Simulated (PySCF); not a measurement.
Species: C2H13NOSi3.
Z-matrix (Å and degrees, PBE0-D3(BJ)/def2-SVP geometry), rows numbered from 1:
```
C 
N   1  1.4435
C   2  1.4419  1  113.94
Si  2  1.7277  1  121.66  3   169.55
Si  4  2.3462  2  110.10  1   158.44
O   4  1.6781  2  113.98  1   -82.53
Si  6  1.6582  4  136.21  2   -29.78
H   1  1.1062  2  111.10  3    57.78
H   1  1.1077  2  112.29  3   -62.44
H   1  1.1000  2  110.68  3   177.22
H   3  1.1062  2  111.23  1   -59.27
H   3  1.1008  2  111.15  1  -178.87
H   3  1.1079  2  112.33  1    61.02
H   4  1.4900  2  107.25  1    34.07
H   5  1.4957  4  109.94  2  -170.59
H   5  1.4968  4  111.59  2   -49.89
H   5  1.4980  4  110.32  2    70.49
H   7  1.4898  6  108.56  4  -167.43
H   7  1.4971  6  110.70  4   -47.51
H   7  1.4955  6  110.77  4    72.63
```

Method used: PBE0-D3(BJ)/def2-SVP geometry optimisation, gas phase (PySCF).

Masses are those of the commonest isotopes; rigid-rotor values at the optimised geometry. The values belong to one conformer with, in the numbering `[CH3:1][N:2]([CH3:3])[Si@@H:4]([SiH3:5])[O:6][SiH3:7]`, C1–N2–Si4–Si5 158°, N2–Si4–O6–Si7 -30°.

(1) What are A, B and C (GHz)?

(2) What kind of rotor is it?

(3) What does the inertial defect say?

(4) Give the other two planar moments, Paa and Pbb, and the rms extents of the mass along the axes.

(5) Give the coordinates in the principal-axis frame, origin at the centre of mass.

(6) Where do the levels up to J = 3 lie, in cm⁻¹?

(7) Predict some low-J microwave lines.

Results:

(1) Ia = 382.36, Ib = 425.92, Ic = 641.64 u·Å²; 505379 MHz·u·Å²/I gives 1322, 1187 and 787.6 MHz, that is A = 1.3217, B = 1.1866, C = 0.7876 GHz.

(2) An asymmetric top; Ray's κ = 0.494.

(3) Not planar: Δ = Ic − Ia − Ib = -166.64 u·Å². For a rigid frame Δ = −2 Σ m c², so Σ m c² = 83.32 u·Å² lies off the ab plane: 24.72 from hydrogen and 58.60 from heavier atoms. The atom farthest from that plane is 2.22 Å away.

(4) Paa = Σ m a² = (Ib + Ic − Ia)/2 = 342.60 and Pbb = Σ m b² = (Ia + Ic − Ib)/2 = 299.04 u·Å². With the mass M = 151.03 u, the rms extents √(P/M) along a, b and c are 1.51, 1.41, 0.74 Å.

(5) The sense of each axis is arbitrary; atoms in the order of the calculation.
| atom | mass (u) | a (Å) | b (Å) | c (Å) |
| --- | --- | --- | --- | --- |
| C1 | 12.000 | -0.560 | -2.643 | -0.597 |
| N2 | 14.003 | -0.771 | -1.362 | 0.035 |
| C3 | 12.000 | -1.090 | -1.448 | 1.439 |
| Si4 | 27.977 | -0.388 | 0.119 | -0.767 |
| Si5 | 27.977 | -1.590 | 1.890 | 0.193 |
| O6 | 15.995 | 1.231 | 0.549 | -0.667 |
| Si7 | 27.977 | 2.466 | 0.323 | 0.417 |
| H8 | 1.008 | -1.449 | -3.292 | -0.488 |
| H9 | 1.008 | 0.302 | -3.188 | -0.164 |
| H10 | 1.008 | -0.369 | -2.518 | -1.673 |
| H11 | 1.008 | -2.009 | -2.041 | 1.605 |
| H12 | 1.008 | -1.261 | -0.449 | 1.869 |
| H13 | 1.008 | -0.281 | -1.923 | 2.027 |
| H14 | 1.008 | -0.663 | -0.080 | -2.218 |
| H15 | 1.008 | -1.435 | 3.123 | -0.641 |
| H16 | 1.008 | -3.048 | 1.568 | 0.307 |
| H17 | 1.008 | -1.067 | 2.192 | 1.564 |
| H18 | 1.008 | 3.592 | 1.226 | 0.048 |
| H19 | 1.008 | 2.013 | 0.641 | 1.808 |
| H20 | 1.008 | 2.942 | -1.094 | 0.390 |

(6) Above 0(0,0):
J = 1: 1(0,1) 0.0659, 1(1,1) 0.0704, 1(1,0) 0.0837
J = 2: 2(0,2) 0.1878, 2(1,2) 0.1888, 2(1,1) 0.2287, 2(2,1) 0.2422, 2(2,0) 0.2520
J = 3: 3(0,3) 0.3613, 3(1,3) 0.3614, 3(1,2) 0.4352, 3(2,2) 0.4398, 3(2,1) 0.4736, 3(3,1) 0.5005, 3(3,0) 0.5066
Those of J = 1 are B + C, A + C and A + B.

(7) The dipole components are |μa| = 0.35 D, |μb| = 1.56 D, |μc| = 0.70 D. Intensities carry the squares of the components, which stand as 0.05 : 1.00 : 0.20 (a : b : c). Some lines, for components of 0.1 D or more:

```json
{"type": "b", "branch": "Q", "J(Ka,Kc)": "2(2,0) ← 2(1,1)", "MHz": "698", "lower level (cm⁻¹)": "0.229"}
{"type": "b", "branch": "Q", "J(Ka,Kc)": "3(3,0) ← 3(2,1)", "MHz": "988", "lower level (cm⁻¹)": "0.474"}
{"type": "b", "branch": "Q", "J(Ka,Kc)": "2(1,1) ← 2(0,2)", "MHz": "1226", "lower level (cm⁻¹)": "0.188"}
{"type": "c", "branch": "Q", "J(Ka,Kc)": "4(4,1) ← 4(3,1)", "MHz": "1325", "lower level (cm⁻¹)": "0.802"}
{"type": "b", "branch": "Q", "J(Ka,Kc)": "4(4,0) ← 4(3,1)", "MHz": "1421", "lower level (cm⁻¹)": "0.802"}
{"type": "a", "branch": "Q", "J(Ka,Kc)": "4(2,2) ← 4(2,3)", "MHz": "2050", "lower level (cm⁻¹)": "0.694"}
{"type": "b", "branch": "R", "J(Ka,Kc)": "1(1,1) ← 0(0,0)", "MHz": "2109", "lower level (cm⁻¹)": "0.000"}
{"type": "b", "branch": "Q", "J(Ka,Kc)": "4(3,2) ← 4(2,3)", "MHz": "2420", "lower level (cm⁻¹)": "0.694"}
{"type": "c", "branch": "R", "J(Ka,Kc)": "1(1,0) ← 0(0,0)", "MHz": "2508", "lower level (cm⁻¹)": "0.000"}
{"type": "b", "branch": "R", "J(Ka,Kc)": "2(0,2) ← 1(1,1)", "MHz": "3521", "lower level (cm⁻¹)": "0.070"}
{"type": "a", "branch": "R", "J(Ka,Kc)": "2(0,2) ← 1(0,1)", "MHz": "3656", "lower level (cm⁻¹)": "0.066"}
{"type": "b", "branch": "R", "J(Ka,Kc)": "2(2,1) ← 1(1,0)", "MHz": "4753", "lower level (cm⁻¹)": "0.084"}
{"type": "c", "branch": "R", "J(Ka,Kc)": "2(1,1) ← 1(0,1)", "MHz": "4881", "lower level (cm⁻¹)": "0.066"}
{"type": "b", "branch": "R", "J(Ka,Kc)": "3(1,2) ← 2(2,1)", "MHz": "5786", "lower level (cm⁻¹)": "0.242"}
{"type": "b", "branch": "R", "J(Ka,Kc)": "3(2,2) ← 2(1,1)", "MHz": "6328", "lower level (cm⁻¹)": "0.229"}
{"type": "a", "branch": "R", "J(Ka,Kc)": "4(1,4) ← 3(1,3)", "MHz": "6761", "lower level (cm⁻¹)": "0.361"}
{"type": "c", "branch": "R", "J(Ka,Kc)": "3(2,1) ← 2(1,1)", "MHz": "7343", "lower level (cm⁻¹)": "0.229"}
{"type": "b", "branch": "R", "J(Ka,Kc)": "3(3,1) ← 2(2,0)", "MHz": "7451", "lower level (cm⁻¹)": "0.252"}
{"type": "b", "branch": "R", "J(Ka,Kc)": "4(1,3) ← 3(2,2)", "MHz": "7609", "lower level (cm⁻¹)": "0.440"}
{"type": "a", "branch": "R", "J(Ka,Kc)": "4(2,3) ← 3(2,2)", "MHz": "7636", "lower level (cm⁻¹)": "0.440"}
{"type": "a", "branch": "R", "J(Ka,Kc)": "4(1,3) ← 3(1,2)", "MHz": "7746", "lower level (cm⁻¹)": "0.435"}
{"type": "a", "branch": "R", "J(Ka,Kc)": "4(3,2) ← 3(3,1)", "MHz": "8234", "lower level (cm⁻¹)": "0.501"}
{"type": "c", "branch": "R", "J(Ka,Kc)": "4(3,2) ← 3(2,2)", "MHz": "10056", "lower level (cm⁻¹)": "0.440"}
{"type": "b", "branch": "R", "J(Ka,Kc)": "4(4,1) ← 3(3,0)", "MHz": "10170", "lower level (cm⁻¹)": "0.507"}
{"type": "c", "branch": "R", "J(Ka,Kc)": "4(4,0) ← 3(3,0)", "MHz": "10267", "lower level (cm⁻¹)": "0.507"}
```

No frequency check. Constants of a rigid frame at the computed geometry: no zero-point averaging, no centrifugal distortion. A rigid rotor knows nothing of internal rotation, which can split or shift real lines. Quadrupole hyperfine structure (14N) is left out.
